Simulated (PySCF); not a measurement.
**Correlation energy of Sn (tin, neutral)**

[Kr] 4d10 5s2 5p1 5d1, one real determinant (an excited configuration). Computed with PySCF 2.14 in aug-cc-pwCVTZ-DK3 (10s9p7d4f1g, 109 functions), with the spin-free X2C one-electron Hamiltonian (Gaussian nucleus). Frozen: [Kr] 4d10; 4 electrons correlated.

| level | correlation energy (mhartree) |
| --- | --- |
| CCSD | -63.56 |
| (T) | -6.41 |
| CCSD(T) | -69.97 |

Diagnostics: T1 = 0.047, D1 = 0.1297, largest double amplitude 0.332.

Problem. Is a single reference adequate?

Solution. Not fully. The real determinant used has ⟨L²⟩ near 8 against 12 for a pure F term, so it mixes terms. The outer electron is Rydberg-like, and this basis confines it to a smaller radius and binds it less than a complete one would. T1 exceeds 0.03, a sign that the reference determinant is poor. A double-excitation amplitude exceeds 0.15, a sign of near-degeneracy.

The reference is one real determinant that mixes LS terms of this configuration.
